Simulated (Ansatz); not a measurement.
`F[Si](F)(F)[SiH2]Cl` + H₂S → `F[Si](F)(F)S` + `[SiH3]Cl` at 500 K and 1 bar (cleavage of the Si–Si bond).

Program: Ansatz. Geometries: PBE0-D4/def2-TZVP. ΔE: electronic, gas phase. CCSD(T)/CBS adds triple-zeta CCSD(T) − MP2 to the extrapolated MP2 energy (def2 sets, frozen cores). This one scheme is used for every species. Each species was taken in one conformer, which may not be the lowest.

| species | CCSD(T)/CBS energy (Eh) | H − E (kJ/mol) | S (J/(mol·K)) |
| --- | --- | --- | --- |
| `F[Si](F)(F)[SiH2]Cl` | -1338.77337 | 125.3 | 451.4 |
| H₂S | -398.97279 | 57.0 | 224.0 |
| `F[Si](F)(F)S` | -987.07717 | 89.2 | 382.7 |
| `[SiH3]Cl` | -750.69636 | 92.3 | 281.7 |

H − E and S are ideal-gas, rigid-rotor, harmonic terms from PBE0-D4/def2-TZVP, for one conformer and one mirror image of each species. 1 Eh = 2625.50 kJ/mol, R = 8.31446 J/(mol·K).

Task: By hand: ΔE, ΔH, ΔS and ΔG.

Result: ΔE = (-987.07717) + (-750.69636) − (-1338.77337) − (-398.97279) = -0.02737 Eh = -71.9 kJ/mol. Δ(H − E) = 89.2 + 92.3 − 125.3 − 57.0 = -0.8, so ΔH = -72.7 kJ/mol. ΔS = 382.7 + 281.7 − 451.4 − 224.0 = -11.0 J/(mol·K). ΔG = -72.7 − 500 × (-11.0)/1000 = -67.2 kJ/mol.

Task: By hand: the equilibrium constant, and the temperature at which ΔG would vanish if ΔH and ΔS stayed fixed.

Result: log₁₀ K = −ΔG/(RT ln 10) = 7.0. ΔG = 0 at ΔH/ΔS = 6609 K, far beyond where these terms or the molecules hold.

The number of gas molecules stays the same, so ΔS is small and ΔH decides. A doubt of 5 kJ/mol in ΔE shifts log₁₀ K by 0.5 here. Other conformers and mirror images would add mixing entropy, several J/(mol·K) or more a flexible species. Modes under 60 cm⁻¹, often nearly free rotors, make the harmonic entropy too high. These are equilibria of isolated gas molecules and say nothing of rates. Largest T1 diagnostic: 0.012 (customary marks: 0.02 for closed shells, 0.045 for open ones).
